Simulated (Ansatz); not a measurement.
This geometry of AlH5O2Si (9 atoms, charge 0, multiplicity 1) is a first-order saddle point.

The calculation used Ansatz 0.2.0, RKS PBE0/def2-SVP.

```xyz
9
Properties=species:S:1:pos:R:3
O 1.319 1.107 1.880
Al 0.466 1.132 0.398
Si -0.321 -1.055 -0.392
O -0.933 -0.923 -1.955
H 1.702 1.864 2.327
H 0.237 2.535 -0.327
H 0.794 -2.056 -0.411
H -1.376 -1.624 0.520
H -1.888 -0.980 -2.039
```

Problem. Which two structures does it join? (They come from a converged band through this point; their orientation in space is the band's.)

Solution. No bond is made or broken. The dihedral H8–Si3–O4–H9 goes from 71 to -58°.

Image 0:

```xyz
9
Properties=species:S:1:pos:R:3
O 1.386 1.190 1.745
Al 0.337 1.092 0.401
Si -0.323 -1.167 -0.314
O -0.887 -1.160 -1.899
H 1.734 1.991 2.142
H -0.155 2.444 -0.296
H 0.839 -2.105 -0.314
H -1.342 -1.753 0.626
H -1.588 -0.530 -2.090
```

Image 6:

```xyz
9
Properties=species:S:1:pos:R:3
O 1.153 1.139 1.972
Al 0.478 1.171 0.402
Si -0.348 -0.993 -0.386
O -1.222 -0.675 -1.787
H 1.530 1.887 2.439
H 0.456 2.548 -0.397
H 0.774 -1.958 -0.661
H -1.207 -1.682 0.639
H -1.614 -1.438 -2.222
```

Problem. How far does it lie above each of them?

Solution. 0.026 eV above the first and 0.058 eV above the second. This is the barrier of this one path; another mechanism may lie lower.

The run took 5.4 min on 1 thread of AMD EPYC 7571, on a shared host, peak memory 0.2 GiB.
